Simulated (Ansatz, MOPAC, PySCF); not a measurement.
System: SnCl₂, net charge 0, singlet state. SMILES: [Cl][Sn][Cl]
Geometry: optimised at B3LYP-D3(BJ)/def2-TZVP (Ansatz, a first-principles code).

Unscaled harmonic wavenumbers (cm⁻¹) in rising order, each level at the stationary point that it reaches from this structure (no distance between atoms moves by over 0.3 Å); the order of modes can differ between levels, and a negative number is imaginary. B3LYP-D3(BJ)/def2-TZVP (PySCF, at the structure above): 117, 328, 345.

AM1 (MOPAC): 91, 277, 287. Zero-point energy 0.9 against 1.1 kcal/mol.

PM3 (MOPAC): 96, 303, 307. Zero-point energy 1.0 against 1.1 kcal/mol.

PM7 (MOPAC): 119, 395, 412. Zero-point energy 1.3 against 1.1 kcal/mol.

HF/3-21G (Ansatz): 120, 333, 342. Zero-point energy 1.1 against 1.1 kcal/mol.
